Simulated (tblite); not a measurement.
Compound: C2H12N2Si4.
SMILES with atom numbers: `[CH2:1]=[N:2][Si@H:3]1[SiH2:4][CH2:5][SiH2:6][N:7]1[SiH3:8]` (hydrogens: H9, H10 on C1; H11 on Si3; H12, H13 on Si4; H14, H15 on C5; H16, H17 on Si6; H18, H19, H20 on Si8)

Computed with GFN2-xTB (tblite), gas phase: L-BFGS steps from a force-field or distance-geometry start until the largest atomic force falls under 0.01 eV/Å.

Step 11: E = -631.0333 eV
```
atom  x, y, z in Å  |  force x, y, z in eV/Å
C1      2.9345   -1.7244   -0.4191   -0.122   0.020  -0.110
N2      1.6934   -1.6345   -0.5602    0.036   0.069  -0.013
Si3     0.7685   -0.3613    0.1685    0.001   0.095   0.132
Si4     1.0405    1.7132   -0.8181    0.105  -0.040  -0.006
C5     -0.7159    2.3879   -0.4752    0.007  -0.204   0.081
Si6    -1.7165    1.0071    0.3935   -0.019  -0.187  -0.074
N7     -0.9625   -0.5152   -0.0412   -0.036   0.001   0.037
Si8    -1.8144   -2.0382    0.0272    0.020   0.167   0.189
H9      3.4947   -2.4718   -0.9718   -0.068  -0.064   0.031
H10     3.5201   -1.0633    0.2251    0.095  -0.078   0.026
H11     0.9968   -0.4202    1.6392    0.079   0.026  -0.157
H12     1.3699    1.7432   -2.2604   -0.081   0.003   0.090
H13     2.0743    2.5747   -0.2118   -0.052   0.014   0.027
H14    -0.6865    3.2499    0.1915   -0.025   0.013  -0.196
H15    -1.1921    2.7022   -1.4049   -0.009   0.027   0.181
H16    -3.1397    0.9940    0.0484    0.085  -0.060  -0.048
H17    -1.5453    1.1210    1.8555   -0.107   0.131  -0.055
H18    -0.8457   -3.0985   -0.2713   -0.144   0.133   0.014
H19    -2.3475   -2.1584    1.4099    0.042  -0.100  -0.280
H20    -2.9319   -1.9968   -0.9375    0.193   0.035   0.130
```

Step 12: E = -631.0481 eV
```
atom  x, y, z in Å  |  force x, y, z in eV/Å
C1      2.9340   -1.7284   -0.4217   -0.180  -0.040  -0.134
N2      1.6929   -1.6317   -0.5553    0.038   0.003  -0.089
Si3     0.7698   -0.3616    0.1743    0.052   0.128   0.172
Si4     1.0373    1.7111   -0.8172    0.166  -0.004  -0.041
C5     -0.7186    2.3833   -0.4755    0.008  -0.177   0.043
Si6    -1.7171    1.0062    0.3960   -0.063  -0.195  -0.107
N7     -0.9589   -0.5156   -0.0336   -0.031   0.093   0.069
Si8    -1.8115   -2.0332    0.0310    0.007   0.165   0.302
H9      3.4903   -2.4775   -0.9748   -0.077  -0.084   0.001
H10     3.5211   -1.0764    0.2215    0.185   0.022   0.112
H11     1.0106   -0.4292    1.6436    0.055   0.048  -0.164
H12     1.3748    1.7647   -2.2575   -0.105  -0.041   0.081
H13     2.0722    2.5813   -0.2249   -0.055   0.006   0.070
H14    -0.6852    3.2460    0.1881   -0.033   0.043  -0.164
H15    -1.1932    2.6997   -1.4057   -0.011   0.012   0.189
H16    -3.1368    0.9779    0.0385    0.076  -0.050  -0.046
H17    -1.5635    1.1375    1.8565   -0.087   0.108  -0.029
H18    -0.8513   -3.0858   -0.2727   -0.013  -0.004  -0.015
H19    -2.3555   -2.1719    1.4052    0.049  -0.077  -0.232
H20    -2.9163   -1.9858   -0.9285    0.020   0.045  -0.017
```

Step 13: E = -631.0617 eV
```
atom  x, y, z in Å  |  force x, y, z in eV/Å
C1      2.9319   -1.7325   -0.4257   -0.145  -0.062  -0.096
N2      1.6912   -1.6291   -0.5519    0.018  -0.016  -0.134
Si3     0.7722   -0.3598    0.1820    0.095   0.116   0.122
Si4     1.0375    1.7090   -0.8172    0.156   0.030  -0.041
C5     -0.7204    2.3755   -0.4747    0.024  -0.103   0.004
Si6    -1.7191    1.0022    0.3968   -0.083  -0.113  -0.081
N7     -0.9555   -0.5156   -0.0226    0.030   0.148   0.079
Si8    -1.8090   -2.0266    0.0389    0.015   0.109   0.263
H9      3.4849   -2.4844   -0.9779   -0.095  -0.087  -0.023
H10     3.5251   -1.0890    0.2196    0.193   0.053   0.122
H11     1.0244   -0.4373    1.6450    0.043   0.067  -0.105
H12     1.3778    1.7847   -2.2545   -0.114  -0.082   0.045
H13     2.0696    2.5883   -0.2359   -0.042   0.008   0.112
H14    -0.6856    3.2435    0.1808   -0.027   0.040  -0.099
H15    -1.1944    2.6986   -1.4024   -0.021  -0.029   0.148
H16    -3.1335    0.9615    0.0281    0.035  -0.044  -0.054
H17    -1.5825    1.1548    1.8566   -0.074   0.082  -0.020
H18    -0.8563   -3.0735   -0.2740    0.090  -0.109  -0.035
H19    -2.3618   -2.1855    1.3969    0.013  -0.064  -0.082
H20    -2.9018   -1.9740   -0.9207   -0.112   0.057  -0.127
```

Step 14: E = -631.0719 eV
```
atom  x, y, z in Å  |  force x, y, z in eV/Å
C1      2.9289   -1.7367   -0.4296   -0.041  -0.045  -0.023
N2      1.6890   -1.6279   -0.5513   -0.005   0.016  -0.131
Si3     0.7764   -0.3564    0.1904    0.117   0.075   0.010
Si4     1.0405    1.7080   -0.8181    0.092   0.050  -0.010
C5     -0.7211    2.3674   -0.4737    0.044  -0.018  -0.013
Si6    -1.7226    0.9976    0.3965   -0.071   0.017  -0.018
N7     -0.9515   -0.5139   -0.0095    0.097   0.123   0.074
Si8    -1.8067   -2.0201    0.0492    0.033   0.024   0.067
H9      3.4789   -2.4919   -0.9815   -0.114  -0.071  -0.029
H10     3.5315   -1.0995    0.2196    0.121   0.008   0.059
H11     1.0367   -0.4438    1.6449    0.047   0.078  -0.011
H12     1.3790    1.8011   -2.2521   -0.110  -0.112  -0.005
H13     2.0671    2.5951   -0.2435   -0.017   0.021   0.148
H14    -0.6869    3.2422    0.1726   -0.013   0.014  -0.033
H15    -1.1957    2.6978   -1.3973   -0.034  -0.072   0.079
H16    -3.1310    0.9463    0.0180   -0.019  -0.041  -0.068
H17    -1.6002    1.1708    1.8563   -0.071   0.059  -0.027
H18    -0.8578   -3.0652   -0.2758    0.115  -0.128  -0.031
H19    -2.3671   -2.1978    1.3896   -0.042  -0.061   0.098
H20    -2.8927   -1.9624   -0.9173   -0.130   0.062  -0.137
```

Task: Estimate the geometry and energy of step 15. (The exact step hangs on the optimiser's Hessian estimate; all steps are aligned on step 14, rigid shifts and turns removed.)

Result: E = -631.0788 eV, largest force 0.199 eV/Å
```
atom  x, y, z in Å  |  force x, y, z in eV/Å
C1      2.9265   -1.7405   -0.4322    0.050  -0.017   0.034
N2      1.6873   -1.6270   -0.5531   -0.011   0.059  -0.100
Si3     0.7816   -0.3528    0.1964    0.112   0.041  -0.077
Si4     1.0439    1.7083   -0.8190    0.029   0.057   0.024
C5     -0.7208    2.3619   -0.4732    0.053   0.033  -0.005
Si6    -1.7262    0.9953    0.3961   -0.039   0.106   0.026
N7     -0.9471   -0.5107    0.0013    0.116   0.049   0.071
Si8    -1.8045   -2.0153    0.0570    0.040  -0.036  -0.103
H9      3.4728   -2.4986   -0.9849   -0.117  -0.056  -0.025
H10     3.5377   -1.1070    0.2203    0.034  -0.055  -0.015
H11     1.0464   -0.4473    1.6452    0.056   0.083   0.055
H12     1.3783    1.8112   -2.2508   -0.100  -0.127  -0.047
H13     2.0653    2.6003   -0.2467    0.004   0.034   0.167
H14    -0.6880    3.2415    0.1668    0.000  -0.004   0.009
H15    -1.1974    2.6959   -1.3931   -0.043  -0.092   0.014
H16    -3.1298    0.9346    0.0094   -0.056  -0.037  -0.078
H17    -1.6141    1.1831    1.8558   -0.072   0.044  -0.033
H18    -0.8563   -3.0618   -0.2777    0.085  -0.089  -0.012
H19    -2.3719   -2.2077    1.3871   -0.064  -0.054   0.180
H20    -2.8888   -1.9529   -0.9175   -0.077   0.061  -0.084
```

The energy changes by -0.0069 eV. The first-order estimate −F·Δx gives -0.0093 eV and the mean of the old and new forces, exact on a quadratic surface, -0.0069 eV. The step makes an angle of 66° with the force vector and moves no atom by more than 0.019 Å.

The cost below is that of the whole relaxation. On one thread of an Intel Xeon at 2.50 GHz, shared host with 64 logical CPUs at a one-minute load of 58, this took 12 s wall, 6.9 s CPU.
